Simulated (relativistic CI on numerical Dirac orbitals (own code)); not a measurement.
**V3+: K-alpha X-ray emission**

Computed with this model: Dirac-Coulomb-Breit CI, orbitals from a KLI potential per configuration, model QED (radiative potential, 1s self-energy scaled to tabulated hydrogen-like ionisation energies), multiplet model of X-ray emission after core ionisation, unscaled Slater integrals; configurations [Ar] 3d2 → 1s 2s2 2p6 3s2 3p6 3d2 → [He] 2s2 2p5 3s2 3p6 3d2; 80 K; Lorentzian 1.8 eV and Gaussian 0.6 eV FWHM. Energies are those of the free ion, without screening or charge transfer. S is read from ⟨S²⟩ = S(S + 1).

Field parameters in Wybourne normalisation: D3d B²₀ = −7Dσ, B⁴₀ = −14Dq − 21Dτ, B⁴₃ = −14√(10/7) Dq; D4h B²₀ = −7Ds, B⁴₀ = 21(Dq − Dt), B⁴₄ = 21√(5/14) Dq; Td as Oh with Dq negative (B⁴₀ = 21Dq, B⁴₄ = √(5/14) B⁴₀). The field is a parameter set, without covalency.

free ion: ground-state S = 1.00, centroid 4947.90 eV. Peaks (eV, height): 4939.0 (17), 4942.6 (37), 4950.4 (100).

D4h, 10Dq = 17900, Ds = 1400, Dt = -470 cm⁻¹: ground-state S = 1.00, centroid 4947.68 eV. Peaks (eV, height): 4942.8 (52), 4950.4 (100).

D3d, 10Dq = 21200, Dσ = -1070, Dτ = 370 cm⁻¹: ground-state S = 1.00, centroid 4948.07 eV. Peaks (eV, height): 4942.6 (37), 4950.6 (100).

Td, 10Dq = -9150 cm⁻¹: ground-state S = 1.00, centroid 4947.67 eV. Peaks (eV, height): 4938.6 (11), 4943.0 (52), 4950.8 (100).

Strongest unbroadened transitions for free ion:

```
Energy (eV)  Relative strength
    4938.88               21.7
    4941.44                9.3
    4942.00               15.3
    4942.76                6.0
    4942.77               31.0
    4942.78               15.5
    4945.59                9.0
    4946.59               10.1
    4947.88                8.0
    4948.73                7.6
    4949.44               10.8
    4950.11               20.6
    4950.12               34.0
    4950.35              100.0
    4951.10               12.2
    4951.45               23.3
    4951.63               39.4
    4951.74               28.1
```
